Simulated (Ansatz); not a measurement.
Z-matrix (Å, degrees):
```
C
O 1 1.409
H 1 1.097 2 111.7
H 1 1.091 2 108.2 3 -119.2
H 1 1.096 2 111.6 3 121.7
Si 2 1.643 1 122.8 3 -52.9
Se 6 2.270 2 108.5 1 172.8
C 6 1.861 2 111.2 1 -63.8
H 6 1.490 2 109.8 1 58.9
H 7 1.469 6 92.8 2 74.1
H 8 1.092 6 110.3 2 179.2
H 8 1.094 6 110.8 2 59.4
H 8 1.093 6 110.9 2 -60.8
```

The species carries charge 0 and has multiplicity 1.

(1) List the CAM-B3LYP/def2-TZVPP orbital energies in eV (Ansatz 0.2.0). (Estimate.)

Results:

(1) The calculation gave: Occupied: -12352.49, -1801.74, -1581.69, -1419.90, -1419.87, -1419.83, -522.44, -280.26, -278.50, -214.29, -158.41, -158.30, -158.14, -146.17, -101.54, -101.51, -101.46, -59.23, -59.20, -59.07, -58.98, -58.96, -29.97, -21.86, -21.08, -20.80, -16.37, -14.59, -14.34, -13.99, -13.16, -12.92, -12.14, -11.09, -10.64, -9.81, -9.54, -8.25. Lowest empty: 1.29, 1.72, 1.94, 2.15, 2.80, 3.34, 3.58, 4.00.
